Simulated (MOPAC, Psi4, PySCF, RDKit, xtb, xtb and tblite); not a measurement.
Two geometries of C₁₀H₁₆O, SMILES c1c(occ1)CCC(C)(C)C, relaxed at GFN2-xTB with one dihedral held; other torsions can differ between them too.

Structure A

```
27

C     -2.5258    -0.6713     1.2541
C     -1.8555    -0.0134     0.0384
C     -2.3433     1.4338    -0.0414
C     -2.2726    -0.7853    -1.2154
C     -0.3356    -0.1173     0.2677
C      0.6773     0.4762    -0.7502
C      0.2077     1.4389    -1.7857
C      0.2105     2.8044    -1.8073
C     -0.2611     3.1879    -3.0867
C     -0.5022     2.0298    -3.7549
O     -0.2143     0.9685    -2.9800
H     -2.1860    -1.6974     1.3778
H     -3.6060    -0.6847     1.1283
H     -2.2957    -0.1226     2.1651
H     -3.4266     1.4625     0.0589
H     -1.9107     2.0296     0.7592
H     -2.0849     1.8929    -0.9892
H     -3.3492    -0.7177    -1.3580
H     -1.7861    -0.3920    -2.1014
H     -2.0066    -1.8361    -1.1186
H     -0.0932    -1.1744     0.3859
H     -0.1407     0.3605     1.2320
H      1.1246    -0.3568    -1.3000
H      1.4733     0.9644    -0.1872
H      0.5002     3.4552    -1.0078
H     -0.3958     4.1847    -3.4535
H     -0.8631     1.8304    -4.7442
```

Structure B

```
27

C     -2.5632    -0.7326     1.0388
C     -1.7473     0.1394     0.0753
C     -2.1381     1.6007     0.3050
C     -2.0859    -0.2600    -1.3622
C     -0.2575    -0.1067     0.3851
C      0.7730     0.3711    -0.6508
C      0.7525     1.8345    -0.9261
C      1.1352     2.9057    -0.1727
C      0.8944     4.0570    -0.9626
C      0.3899     3.6021    -2.1391
O      0.3029     2.2591    -2.1279
H     -2.3606    -1.7883     0.8709
H     -3.6282    -0.5642     0.8963
H     -2.3157    -0.4960     2.0714
H     -3.2141     1.7191     0.1930
H     -1.8622     1.9202     1.3076
H     -1.6549     2.2595    -0.4083
H     -3.1611    -0.2071    -1.5198
H     -1.6086     0.4078    -2.0741
H     -1.7620    -1.2790    -1.5645
H     -0.1080    -1.1828     0.5024
H     -0.0258     0.3626     1.3441
H      0.6178    -0.1525    -1.5947
H      1.7636     0.1015    -0.2746
H      1.5351     2.8799     0.8202
H      1.0749     5.0765    -0.6895
H      0.0687     4.1068    -3.0284
```

Which is lower in energy at the level PBE0-D3(BJ)/def2-SVP // GFN2-xTB run with Psi4, and by how much?

B is lower, by 22.78 kJ/mol (dihedral C2–C5–C6–C7: 15° in A, 60° in B).

E(B) − E(A) in kJ/mol at the other levels, on the same two geometries: GFN2-xTB (xtb and tblite) -20.63; MMFF94 // GFN2-xTB (RDKit) -37.17; PBE0/def2-SVP // GFN2-xTB (Psi4) -22.93; PBE/def2-SVP // GFN2-xTB (Psi4) -21.77; PBE-D3(BJ)/def2-SVP // GFN2-xTB (Psi4) -21.70; UFF // GFN2-xTB (RDKit) -43.30; PM7, restricted, heats of formation // GFN2-xTB (MOPAC) -18.93; PM6, restricted, heats of formation // GFN2-xTB (MOPAC) -16.44; GFN1-xTB // GFN2-xTB (xtb) -16.48; restricted B3LYP/6-31G*, spherical d, density fitting // GFN2-xTB (PySCF) -22.80; restricted B3LYP/3-21G, density fitting // GFN2-xTB (PySCF) -21.18; restricted BP86/6-31G*, spherical d, density fitting // GFN2-xTB (PySCF) -21.86.
